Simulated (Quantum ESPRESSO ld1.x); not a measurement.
Question: Ne3+, configuration [He] 2s1 2p3 3s1 (not the ground configuration). Method: scalar-relativistic Kohn-Sham, LDA (Slater exchange, Perdew-Zunger correlation), spin-polarised, spherical densities, point nucleus; open shells are filled with parallel spins first; computed with ld1.x of Quantum ESPRESSO 7.5. Some entries of the table are withheld. Estimate them.

orbital,occ.,eigenvalue (hartree),<r> (bohr)
1s up,1,-34.2013,0.1586
1s down,1,-33.9701,0.1578
2s up,1,-4.40657,0.7681
2s down,0,-3.71014,0.8003
2p up,3,-3.62162,0.7106
2p down,0,-2.92520,0.7490
3s up,1,-1.24865,(1)
3s down,0,-1.05970,(2)
3p up,0,-1.05613,2.283
3p down,0,-0.88302,2.545
4s up,0,-0.53208,4.444
4s down,0,-0.48077,4.836

Answer: 
(1) 3s up <r> (bohr): 2.182
(2) 3s down <r> (bohr): 2.380
